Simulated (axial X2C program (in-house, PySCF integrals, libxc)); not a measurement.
Low determinants of NaSb⁻ at the PBE0 level, without spin–orbit coupling

Computed with an axial X2C code built on PySCF integrals. Spin-free means the one-electron spin-free X2C Hamiltonian. Basis: Sb dyall-av3z [12s13p9d2f], Na dyall-av3z [10s9p5d2f] (cores contracted in-house); Gaussian nuclei, density fitting, unrestricted open shells. Masses: Sb 120.904 u, Na 22.990 u.

Search at 2.950 Å (vertical energies from the lowest determinant):

| ΔE (eV) | state | electrons beyond evenly filled partner blocks | electrons in σ, π, δ, φ |
| --- | --- | --- | --- |
| 0.00 | M_S = 3/2, Λ = 0 | σα, π+α, π-α | 29 26 8 0 |
| 0.04 | M_S = 1/2, Λ = 0 | σβ, π+α, π-α | 29 26 8 0 |
| 0.55 | M_S = 3/2, Λ = 1 | 2 × σα, π+α, π+β, π-α | 28 27 8 0 |
| 0.73 | M_S = 3/2, Λ = 1 | 2 × π+α, π-α | 28 27 8 0 |
| 0.79 | M_S = 1/2, Λ = 0 | σα, π+β, π-α | 29 26 8 0 |
| 0.95 | M_S = 1/2, Λ = 0 | σα | 27 28 8 0 |
| 2.07 | M_S = 3/2, Λ = 2 | π+α, π-α, δ+α | 28 26 9 0 |

Lowest determinant, M_S = 3/2, Λ = 0 (beyond evenly filled blocks: σα, π+α, π-α): Re = 3.107 Å, ωe = 151.5 cm⁻¹.

The determinant in row 2 of the search, M_S = 1/2, Λ = 0 (beyond evenly filled blocks: σβ, π+α, π-α), was followed along the bond at PBE0; measured from the minimum of the lowest determinant it gives:

Te = 0.038 eV (304 cm⁻¹), Re = 3.096 Å, ωe = 155.1 cm⁻¹.

Question: Compare the bond of the determinant in row 2 with that of the lowest one.

Answer: At PBE0 its Re is 0.011 Å shorter and its force constant, which goes as ωe², is 1.05 times that of the lowest determinant. This determinant mixes spin states, so it has no term energy of its own.

The search compares states at one distance, so a state with another bond length can lie lower; it is not exhaustive and yields mostly the lowest determinant of each block pattern, so other components and higher states of one pattern are missing. These are energies of single determinants, not of spin-adapted states; PBE0 term energies can be off by some tenths of an eV, and the functional has no current term. The lowest determinant need not be the ground state where others lie within half an eV. For an anion, determinants above electron detachment are held by the basis set. The highest occupied level of some functionals is positive through self-interaction error; at Hartree–Fock it is bound. Row 2 is spin-contaminated (⟨S²⟩ = 1.76 against 0.75), so its values are not those of a pure state. Row 1 has a positive highest level at its minimum. Row 2 has a positive highest level at its minimum.
